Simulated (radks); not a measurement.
Values are calculated unless marked as measured or tabulated.
The tungsten ion W+ inside a hard spherical wall (all orbitals vanish at R), configuration held at [Xe] 4f14 5d4 6s1 and not refilled when levels cross. Code: a radial shooting solver on a logarithmic mesh with Libxc functionals. Model: scalar-relativistic Kohn-Sham, LDA (Slater exchange, VWN5 correlation), spin-polarised, spherical densities, finite nucleus; open shells are filled with parallel spins first (spin-orbit coupling, left out, can overturn this in heavy ions); Fermi nuclear charge, rms radius 5.3658 fm. Eigenvalues in eV for spin up, with the zero of energy where the potential of the charges vanishes at infinity; a dash marks a level that is unbound or too diffuse for the functional's potential to be trusted. A positive occupied level is held by the wall or, in an anion where self-interaction has pushed it up, behind a barrier. The pressure on the wall is -dE/dV.

\begin{tabular}{lrrrrrrrrr}
R (bohr) & E (hartree) & kinetic (hartree) & e(5p) & e(4f) & e(6s) & e(5d) & e(6p, empty) & e(7s, empty) & pressure (GPa) \\ \hline
free & -16130.3942 & 17762.298 & -51.593 & -40.891 & -13.226 & -12.890 & -7.461 & -3.286 & 0 \\
20 & -16130.3942 & 17762.298 & -51.593 & -40.891 & -13.226 & -12.890 & -7.461 & -3.285 & < 0.0001 \\
15 & -16130.3942 & 17762.298 & -51.593 & -40.891 & -13.226 & -12.890 & -7.461 & -3.260 & < 0.0001 \\
10 & -16130.3942 & 17762.298 & -51.591 & -40.889 & -13.224 & -12.889 & -7.449 & -2.651 & 0.000672 \\
7 & -16130.3915 & 17762.327 & -51.474 & -40.766 & -13.107 & -12.786 & -7.060 & 1.058 & 0.210 \\
6 & -16130.3808 & 17762.415 & -51.161 & -40.429 & -12.753 & -12.505 & -6.248 & 5.424 & 1.38 \\
5 & -16130.3303 & 17762.737 & -50.195 & -39.365 & -11.461 & -11.602 & -3.846 & 15.085 & 9.23 \\
4 & -16130.0931 & 17763.919 & -47.529 & -36.309 & -6.760 & -8.813 & 3.622 & 38.688 & 69.2 \\
3.5 & -16129.7232 & 17765.546 & -44.821 & -33.092 & -0.576 & -5.585 & 12.610 & 63.175 & 211 \\
2 & -16117.8481 & 17811.869 & -5.195 & 9.302 & 122.73 & 48.495 & 161.55 & 380.95 & 17800 \\
\end{tabular}
